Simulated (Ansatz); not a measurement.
Wavefunction ladder for C2H6BClO2, SMILES `COB(Cl)OC`

Cartesian coordinates in Å:
```
C -0.663 -1.430 -1.334
O -0.381 -0.397 -0.410
B 0.856 -0.134 0.060
Cl 2.268 -1.080 -0.448
O 1.067 0.863 0.939
C -0.018 1.657 1.387
H -0.113 -1.284 -2.266
H -1.733 -1.399 -1.537
H -0.401 -2.406 -0.921
H 0.385 2.398 2.076
H -0.504 2.165 0.550
H -0.762 1.047 1.904
```

The species carries charge 0 and has multiplicity 1. The geometry is a stationary point of PBE0-D4/def2-TZVP. It is one conformer, not always the lowest. Frozen core, restricted reference, Ansatz 0.2.0. CBS rows extrapolate triple and quadruple zeta; past MP2 they add the triple-zeta difference.

```json
{"basis": "def2-SVP", "HF (Eh)": "-712.94187", "MP2 corr.": "-0.86094", "CCSD corr.": "?", "(T)": "?", "CCSD(T) total": "?"}
{"basis": "def2-TZVPP", "HF (Eh)": "-713.39387", "MP2 corr.": "-1.09996", "CCSD corr.": "?", "(T)": "-0.04478", "CCSD(T) total": "?"}
{"basis": "def2-QZVPP", "HF (Eh)": "-713.41873", "MP2 corr.": "-1.18615", "CCSD corr.": "–", "(T)": "–", "CCSD(T) total": "–"}
{"basis": "CBS(def2)", "HF (Eh)": "?", "MP2 corr.": "-1.24999", "CCSD corr.": "-1.29555", "(T)": "as TZ", "CCSD(T) total": "?"}
```

Fill in the withheld values. (An estimate is asked.)

Computed: def2-SVP CCSD corr.: -0.91440; def2-SVP (T): -0.02346; def2-SVP CCSD(T) total: -713.87973; def2-TZVPP CCSD corr.: -1.14552; def2-TZVPP CCSD(T) total: -714.58417; CBS(def2) HF (Eh): -713.42215; CBS(def2) CCSD(T) total: -714.76248.
